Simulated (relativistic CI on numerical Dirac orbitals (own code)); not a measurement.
## Ru⁷⁺: 4p photoemission

Computed with this model: Dirac-Coulomb-Breit CI, KLI orbitals optimised for each configuration, model QED (radiative potential, 1s self-energy scaled to tabulated hydrogen-like ionisation energies), valence Slater integrals scaled by 0.8, multiplet model of photoemission in the sudden approximation; configurations [Kr] 4d → [Ar] 3d10 4s2 4p5 4d; 300 K; Lorentzian 1.2 eV and Gaussian 0.6 eV FWHM. Energies are those of the free ion, without screening or charge transfer. The energies are binding energies and can lie tens of eV above those of solids. S is read from ⟨S²⟩ = S(S + 1).

free ion: ground-state S = 0.50, centroid 159.37 eV. Peaks (eV, height): 157.4 (100), 161.2 (74), 172.4 (17).

Strongest unbroadened transitions for free ion:

```
Energy (eV)  Relative strength
     155.14               15.7
     155.67               36.3
     156.72               19.1
     157.28              100.0
     158.05               60.4
     159.45                3.4
     160.90               33.5
     161.28               74.9
     162.20                2.4
     162.70                6.3
     172.41               24.3
```
